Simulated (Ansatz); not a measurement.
Reaction (redistribution): `[F][Al]([Br])[Br]` + `[NH2][SnH3]` → `[NH2][Al]([F])[Br]` + `[Br][SnH3]`

Isolated molecules relaxed with PBE0-D4/def2-TZVP in Ansatz; ΔE leaves out vibrations. CCSD(T)/CBS is the MP2 limit (def2-TZVPP, def2-QZVPP) plus CCSD(T) − MP2 in def2-TZVPP, frozen cores. Functionals use def2-TZVPP. Elements past krypton have def2 core potentials. For Br, Sn outer-core shells are correlated without core-valence functions, which leaves a few kJ/mol of doubt a bond. Scalar relativity is left out up to krypton. One conformer a species, not always the lowest.

| level | ΔE (kcal/mol) |
| --- | --- |
| RPA@PBE/def2-TZVPP | -11.8 |
| CCSD/def2-TZVPP | -13.3 |
| HF/def2-QZVPP | -16.6 |
| MP2/def2-QZVPP | -13.1 |

(1) What does CCSD(T)/CBS give? (An estimate is asked.)

(2) What do rigid-rotor, harmonic-oscillator terms from PBE0-D4/def2-TZVP frequencies (298.15 K, 1 bar) make of the CCSD(T)/CBS value? (Estimate.)

Largest T1 diagnostic among the species: 0.013.

Results:

(1) The calculation gave: -13.5 kcal/mol. The listed levels differ from it by 1.7, 0.2, -3.1, 0.4 kcal/mol.

(2) The calculation gave: ΔZPE = +0.3 kcal/mol, ΔH = -13.3 kcal/mol, ΔS = -8 J/(mol·K), ΔG = -12.7 kcal/mol.

Leaving LDA and LC-ωPBE aside and taking each functional with its dispersion term where it has one, the values, not all of them listed here, spread over 3.2 kcal/mol, from BHLYP-D4 to revPBE-D4. From PBE to PBE0 (25 % exact exchange), in def2-TZVPP and without D4, ΔE moves by −0.8 kcal/mol.
